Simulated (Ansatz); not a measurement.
Consider the redistribution: `CNB(F)[SiH2]Cl` + `F[Si](F)(Cl)O[SiH3]` → `F[Si](F)(Cl)O[SiH2]Cl` + `CNB(F)[SiH3]`.

Computed with Ansatz on PBE0-D4/def2-TZVP structures; ΔE is electronic, products minus reactants. CCSD(T)/CBS is the MP2 limit (def2-TZVPP, def2-QZVPP) plus CCSD(T) − MP2 in def2-TZVPP, frozen cores. This one scheme is used for every species. Functionals use def2-TZVPP. One conformer a species, not always the lowest.

```
             level  ΔE (eV)
            B2PLYP    -0.01
SCS-MP2/def2-QZVPP    -0.01
```

Q: What does CCSD(T)/CBS give? (Estimate.)

A: Computed: -0.03 eV. The listed levels differ from it by 0.02, 0.02 eV.

Largest T1 diagnostic among the species: 0.013.

In def2-TZVPP, CCSD(T) changes the Hartree–Fock value by −0.07 eV (the triples alone add −0.01 eV) and MP2 by −0.06 eV. The D4 term adds −0.04 eV with B3LYP and −0.02 eV with PBE0; it sums over pairs of atoms, weighted by their polarisabilities, and B3LYP, whose exchange is more repulsive, gets the larger term.

B3LYP here is the variant with VWN-RPA as its local correlation; programs differ in this.
